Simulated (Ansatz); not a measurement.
C2H2N2, SMILES `C=NC#N` (charge 0, multiplicity 1).

Calculation: B3LYP/cc-pVTZ // B3LYP-D3(BJ)/def2-TZVP run with Ansatz (a first-principles code).

Ansatz 0.2 input:
```yaml
crystal:
  periodic: [false, false, false]
  atoms:
    - { symbol: C, position_ang: [-0.950683, -0.050639, -0.082627] }
    - { symbol: N, position_ang: [0.155643, -0.516819, -0.502541] }
    - { symbol: C, position_ang: [1.316546, -0.027784, -0.05625] }
    - { symbol: N, position_ang: [2.37205, 0.320944, 0.262775] }
    - { symbol: H, position_ang: [-1.866503, -0.481079, -0.475127] }
    - { symbol: H, position_ang: [-1.027054, 0.755376, 0.647976] }
basis:
  gaussian: { orbitals: cc-pVTZ }
hamiltonian:
  xc: b3lyp
```

Output:

```
Functional definition: B3LYP
798 factors; their error is unknown
mean field evaluation 1: about -5080.9057 eV, gradient 5.4e1 eV
mean field evaluation 2: about -5071.9941 eV, gradient 8.0e1 eV
mean field evaluation 4: about -5086.6005 eV, gradient 5.2e0 eV
mean field evaluation 8: about -5086.6554 eV, gradient 2.2e-1 eV
mean field evaluation 16: about -5086.6514 eV, gradient 1.9e-5 eV
mean field -5086.65139094 eV, -186.9309907609 hartree, gradient 1.9e-5 eV, S^2 0.000000; 0 other end points of the search recorded, 0 dependent functions left out
reference -5086.65158800 eV, -186.9309980026 hartree; 14, 14 occupied and 134, 134 virtual orbitals, 798 factors
Total energy: -5086.65158800 eV, -186.9309980026 hartree
```
